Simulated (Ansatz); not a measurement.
A nudged elastic band was laid between two geometries of ClH + H4OSn (8 atoms, charge 0, multiplicity 1).

Theory: Ansatz, RKS r2SCAN-D4/def2-SVP.

| Quantity | Value |
| --- | --- |
| movable images | 5 |
| climbing image | yes |
| spring | 20.0 eV/Å² |
| optimiser | quadratic models (default) |
| start path | through a guess of the saddle point |
| force threshold | 0.03 eV/Å |
| iteration limit | 60 |
| end points | relaxed |

Image 0:

```xyz
8
Properties=species:S:1:pos:R:3
Sn -0.112 0.110 -0.109
O 0.083 -0.104 1.907
H -0.761 -0.130 2.382
H 1.499 0.294 -0.610
H -1.046 1.537 -0.287
H -0.926 -1.263 -0.713
Cl 1.594 -2.549 1.601
H 0.910 -1.440 1.972
```

Image 6:

```xyz
8
Properties=species:S:1:pos:R:3
Sn 0.388 -0.166 -0.335
O -0.602 -0.330 2.413
H -1.185 -1.097 2.501
H 1.182 -0.193 -1.860
H 0.315 1.417 0.280
H -1.071 -1.044 -0.431
Cl 1.935 -1.425 0.998
H 0.280 -0.706 2.578
```

Task: Which bonds break or form, and what moves?

Result: Bonds broken: Sn1–O2, Cl7–H8. Bonds formed: Sn1–Cl7, O2–H8. ClH + H4OSn becomes ClH3Sn + H2O.

Task: What energy profile does the band end with?

Result: The forces met the threshold. The highest image is number 1 of 0 to 6, 0.078 eV above the first end and 0.766 eV above the last; the last end lies 0.688 eV below the first. The profile has 2 maxima (images 1, 4) with wells between them (image 3): this band takes more than one step, which may be the mechanism or a detour left from its start path. Another band between the same ends (5 images) ends at a top of the same energy, where a vibrational analysis finds 1 clearly imaginary mode. The orbitals stay closed-shell, which can raise the energy where a bond breaks towards radicals; this wasn't checked here.

```
image  path coordinate (Å)  energy (eV)  Sn1–O2 (Å)  Cl7–H8 (Å)  Sn1–Cl7 (Å)
    0                 0.00        0.000        2.04        1.35         3.59
    1                 0.63        0.078        2.12        1.56         3.06
    2                 2.06       -0.397        2.59        2.14         2.47
    3                 3.48       -0.593        3.58        2.73         2.38
    4                 4.90       -0.523        3.65        2.44         2.39
    5                 6.32       -0.569        3.41        2.41         2.39
    6                 7.75       -0.688        2.92        2.40         2.40
```

Task: What is the geometry of the highest image?

Result: 
```xyz
8
Properties=species:S:1:pos:R:3:forces:R:3
Sn 0.006 -0.045 -0.109 0.00 0.00 0.00
O 0.119 -0.103 2.002 0.00 0.00 0.00
H -0.729 -0.160 2.469 0.00 0.00 0.00
H 1.580 0.271 -0.646 0.00 0.00 0.00
H -0.963 1.380 -0.156 0.00 0.00 0.00
H -0.879 -1.360 -0.720 0.00 0.00 0.00
Cl 1.405 -2.367 1.312 0.00 0.00 0.00
H 0.700 -1.160 1.993 0.00 0.00 0.00
```

Time of the run: 9.6 min on 2 threads of Arm Neoverse V1, with other jobs on the host, peak memory 0.14 GiB.
